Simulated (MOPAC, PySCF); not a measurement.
F3In, SMILES `[F][In]([F])[F]`, neutral singlet in the gas phase. 

Cartesian coordinates (Å):
```xyz
4

F     -1.4556    -1.2576    -0.0366
In    -0.0004    -0.0005     0.0000
F     -0.3606     1.8889     0.0123
F      1.8166    -0.6308     0.0243
```
Charge 0, spin multiplicity 1.

All levels are single points at this geometry (r2SCAN-D4/def2-TZVP); Pople sets use spherical d functions. Orbital energies aren't observables, and empty levels follow the basis.

r2SCAN-D4/def2-TZVP in PySCF gives HOMO (eV) = -9.63.

**Question.** Estimate the HOMO (eV) from each of these levels: PBE-D3(BJ)/def2-TZVP in PySCF; B3LYP/6-311+G** (LANL2DZ on In) in PySCF; B3LYP/6-31G* (LANL2DZ on In) in PySCF; B3LYP/LANL2DZ in PySCF; PBE/6-31G* (LANL2DZ on In) in PySCF; SVWN5/6-31G* (LANL2DZ on In) in PySCF; PM3 in MOPAC; PM7 in MOPAC.

**Answer.** 
| level | HOMO (eV) |
|---|---|
| PBE-D3(BJ)/def2-TZVP in PySCF | -9.18 |
| B3LYP/6-311+G** (LANL2DZ on In) in PySCF | -11.18 |
| B3LYP/6-31G* (LANL2DZ on In) in PySCF | -10.05 |
| B3LYP/LANL2DZ in PySCF | -10.77 |
| PBE/6-31G* (LANL2DZ on In) in PySCF | -8.31 |
| SVWN5/6-31G* (LANL2DZ on In) in PySCF | -8.48 |
| PM3 in MOPAC | -15.84 |
| PM7 in MOPAC | -14.14 |
